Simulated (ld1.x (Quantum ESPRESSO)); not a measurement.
**Before and after: RRKJ potential for cadmium**

ld1.x (Quantum ESPRESSO) 7.5 input, shortened:

```
&input
   title='Cd', zed=48., rel=1, dft='PBESOL', iswitch=3,
   config='[Kr] 4d10 5s2 5p0'
 /
 &inputp
   pseudotype=2, tm=.false., lloc=1,
   nlcc=.false.
 /
3
4S  1  0   2.00   0.00  1.25  1.25  0.0
4D  3  2  10.00   0.00  1.65  1.65  0.0
4P  2  1   6.00   0.00  0.90  0.90  0.0
 &test
   configts(1)='4s2 4p6 4d10 5s2 5p0'
 /
```

Occupied shells without a wave of their own: 5s. They enter only through the test configuration that unscreens the potential.

Change: wave 4p (bound): rc 0.90 bohr becomes 4p (bound): rc 1.04 bohr.

Cutoffs: the cutoffs (Ry, on a coarse ladder) from which the occupation-weighted sum of valence levels, in a spherical-Bessel basis at the reference potential, stays within 10 and 1 mRy of its value at 400 Ry; they do not see the model core or the augmentation charge, which bear on the density cutoff. Errors are all-electron minus pseudo energies relative to the spin-unpolarised reference configuration.

Problem. What does the change do?

Solution. The potential gets neither clearly harder nor softer (160 Ry and 230 Ry → 160 Ry and 230 Ry); the errors of the 7 common tests hardly move; neither file shows a bound ghost.

```tsv
quantity	base	changed
cutoff, loose	160 Ry	160 Ry
cutoff, tight	230 Ry	230 Ry
bound ghosts	none	none
largest miss of a reference level, eV	0.15	0.15
error for 4s2 4p6 4d10 5s1 5p0, meV [ΔE 9.31 eV]	-193	-200
error for 4s2 4p6 4d10 5s0 5p0, meV [ΔE 26.40 eV]	-484	-503
error for 4s2 4p6 4d9 5s0 5p0, meV [ΔE 64.40 eV]	-698	-723
error for 4s2 4p6 4d10 5s1 5p1, meV [ΔE 4.73 eV]	-142	-146
error for 4s2 4p6 4d10 5s1.5 5p0, meV [ΔE 3.73 eV]	-85	-88
error for 4s2 4p6 4d9 5s2 5p0, meV [ΔE 17.97 eV]	+1.6	+1.5
error for 4s1 4p6 4d10 5s2 5p0, meV [ΔE 113.41 eV]	-133	-132
s: phases at 1.79 bohr within 0.05 rad from the reference energy up to (Ry; the scan ends near 5)	0.1	0.1
p: phases at 1.79 bohr within 0.05 rad from the reference energy up to (Ry; the scan ends near 5)	2.3	2.2
d: phases at 1.79 bohr within 0.05 rad from the reference energy up to (Ry; the scan ends near 5)	4.6	4.7
```

Base: The 5s level has no wave, so the channel is fitted at the deeper level alone: the likely source of the large errors. Changed file: The 5s level has no wave, so the channel is fitted at the deeper level alone: the likely source of the large errors.
